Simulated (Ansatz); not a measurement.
Correlation energies of CH$_{4}$F$_{2}$N$_{2}$Si (`N[SiH](F)/N=C/F`) by basis set

```xyz
10

N    -1.8775    0.1428   -0.2399
Si   -0.3889   -0.6419   -0.3486
F    -0.1141   -1.6334    0.8851
N     0.8150    0.5888   -0.3755
C     1.7946    0.6530    0.3743
F     2.6839    1.6427    0.2668
H    -2.7619   -0.3328   -0.2735
H    -1.9543    1.0968    0.0669
H    -0.2899   -1.5008   -1.5425
H     2.0930   -0.0152    1.1870
```

The species carries charge 0 and has multiplicity 1. Geometry: relaxed with PBE0-D4/def2-TZVP. It is one conformer, not always the lowest. Frozen core, restricted reference, Ansatz. CBS rows extrapolate triple and quadruple zeta; past MP2 they add the triple-zeta difference.

| basis | HF (Eh) | MP2 corr. | CCSD corr. | (T) | CCSD(T) total |
| --- | --- | --- | --- | --- | --- |
| def2-SVP | -636.64969 | ? | ? | -0.02378 | ? |
| def2-TZVPP | -637.19892 | -1.17661 | -1.19862 | -0.04432 | -638.44186 |
| def2-QZVPP | -637.22474 | -1.27471 | – | – | – |
| CBS(def2) | ? | ? | -1.36939 | as TZ | ? |

Fill in the withheld values. (Estimate.)

The calculation gave: def2-SVP MP2 corr.: -0.91440; def2-SVP CCSD corr.: -0.94784; def2-SVP CCSD(T) total: -637.62131; CBS(def2) HF (Eh): -637.22830; CBS(def2) MP2 corr.: -1.34738; CBS(def2) CCSD(T) total: -638.64201.
